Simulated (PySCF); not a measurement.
**Question.** What does the PBE0-D3(BJ)/def2-SVP structure of `Bc1ccc(Br)o1` look like in three dimensions?

**Answer.** 
```xyz
11
C4H4BBrO angstrom
B     -1.871   -0.739    0.787
C     -0.561   -0.229    0.230
C      0.086    0.994    0.330
C      1.288    0.919   -0.405
C      1.299   -0.361   -0.913
Br     2.551   -1.209   -1.974
O      0.230   -1.048   -0.556
H     -2.247   -1.861    0.553
H     -2.527    0.009    1.470
H     -0.291    1.850    0.887
H      2.051    1.679   -0.554
```

Orientation and origin are arbitrary. Atoms count from 1 in this order. B1 (three-coordinate boron) is planar (angles 121.1°, 120.8° and 118.0°, sum 360.0°, 0.00 Å off the plane of its three neighbours). The 7 heavy atoms lie in one plane (0.002 Å rms). The C–O distances run from 1.320 Å (C5–O7, aromatic) to 1.384 Å (C2–O7, aromatic), a spread of 0.064 Å. The C–C distances run from 1.376 Å (C4–C5, aromatic) to 1.411 Å (C3–C4, aromatic), a spread of 0.035 Å.

Bonds between heavy atoms (Å): B1–C2 1.513, C2–C3 1.387, C3–C4 1.411, C4–C5 1.376, C5–Br6 1.848, C5–O7 1.320, C2–O7 1.384.

Computed, not measured: PBE0-D3(BJ)/def2-SVP geometry optimisation, gas phase in PySCF.

Point group: Cs (tolerance 0.08 Å). PBE0-D3(BJ)/def2-SVP frequencies: not computed here.
